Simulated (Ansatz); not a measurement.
Consider the ligand exchange at the In–Br bond: `[CH3][InH][Br]` + `C=C=CO` → `C=C=C[O][InH][CH3]` + HBr.

Computed with Ansatz on PBE0-D4/def2-TZVP structures; ΔE is electronic, products minus reactants. CCSD(T)/CBS is the MP2 limit (def2-TZVPP, def2-QZVPP) plus CCSD(T) − MP2 in def2-TZVPP, frozen cores. def2 core potentials past Kr. For Br, In outer-core shells are correlated without core-valence functions, which leaves a few kJ/mol of doubt a bond. Scalar relativity is left out up to krypton. One conformer a species, not always the lowest.

```tsv
species	CCSD(T)/CBS(def2) energy (Eh)
`[CH3][InH][Br]`	-2803.63750
`C=C=CO`	-191.65809
`C=C=C[O][InH][CH3]`	-421.34368
HBr	-2573.91920
```

(1) Work out ΔE.

Largest T1 diagnostic among the species: 0.015.

Results:

(1) ΔE = (-421.34368) + (-2573.91920) − (-2803.63750) − (-191.65809) = 0.03271 Eh = +20.5 kcal/mol.

From r2SCAN to r2SCAN0 (25 % exact exchange), in def2-TZVPP and without D4, ΔE moves by +2.2 kcal/mol. In def2-TZVPP, CCSD(T) changes the Hartree–Fock value by −10.3 kcal/mol (the triples alone add −2.0 kcal/mol) and MP2 by −10.9 kcal/mol. Leaving LDA and LC-ωPBE aside and taking each functional with its dispersion term where it has one, the values, not all of them listed here, spread over 4.7 kcal/mol, from revPBE-D4 to BHLYP-D4. LDA lies −2.5 kcal/mol from PBE without D4.
